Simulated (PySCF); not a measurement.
A GIAO shielding run with PySCF 2.14.0 with density-fitted response routines (density fitting, non-relativistic, gas phase) on SMILES CCSCCS[SiH3], C4H12S2Si:

```
$ OMP_NUM_THREADS=1 python probes_run.py task.json out

{"job": {"kind": "nmr", "xc": "PBE0", "basis": "pcSseg-1"}, "charge": 0, "multiplicity": 1}
C     -3.349352    -0.652734     0.672921
C     -2.853014     0.605088    -0.014492
S     -1.271230     1.212392     0.667276
C     -0.142269    -0.056088    -0.011329
C      1.290104     0.341856     0.255673
S      2.399860    -0.948875    -0.424733
Si     4.303248    -0.128477     0.116762
H     -4.335723    -0.915077     0.295182
H     -2.679426    -1.489517     0.488766
H     -3.417728    -0.492288     1.746293
H     -3.547523     1.430631     0.137568
H     -2.710167     0.451192    -1.084728
H     -0.362450    -1.011697     0.464569
H     -0.325223    -0.130765    -1.084110
H      1.473677     0.425559     1.326728
H      1.525216     1.290348    -0.226964
H      4.332616     0.002940     1.569131
H      5.242369    -1.106213    -0.397372
H      4.417215     1.180974    -0.515769
```

Hardware: 1 thread of an Arm Neoverse N1, shared host. The job also computes population analyses, field gradients.

(1) How large is the calculation?

(2) How long does it take, and how much memory does it need?

Results:

(1) 82 electrons, 200 basis functions and 1107 auxiliary functions.

(2) 54 s of wall time, with 13 SCF cycles and 5 response iterations; peak memory 0.9 GiB. Times on a shared host scatter by some tens of per cent.
